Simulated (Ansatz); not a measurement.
CH₂GaN at its PBE0-D4/def2-TZVP geometry, where that method's forces vanish. Total charge 0; spin multiplicity 1. The bonds changed during the relaxation, so this is another structure than the one it started from.

```csv
atom,x (Å),y (Å),z (Å)
C1,0.391,-1.124,-0.025
N2,0.573,-0.547,-1.007
Ga3,-0.731,1.267,0.790
H4,0.274,-1.752,0.833
H5,-0.506,2.156,-0.590
```

(1) For each bond, give half the difference of the two atoms' forces along it (eV/Å; positive pushes the atoms apart) under PBE-D4, r2SCAN-D4, B3LYP-D4, ωB97M-V in def2-TZVPP. (Best estimate.)

Results:

(1) Ansatz gave: 
| bond | length (Å) | PBE-D4 | r2SCAN-D4 | B3LYP-D4 | ωB97M-V |
| --- | --- | --- | --- | --- | --- |
| C1–N2 | 1.153 | 1.57 | 0.60 | 0.07 | -0.32 |
| C1–H4 | 1.070 | -0.60 | -0.32 | -0.12 | 0.07 |
| Ga3–H5 | 1.656 | 0.15 | -0.09 | 0.05 | -0.11 |

B3LYP here is the variant with VWN-RPA as its local correlation; programs differ in this.
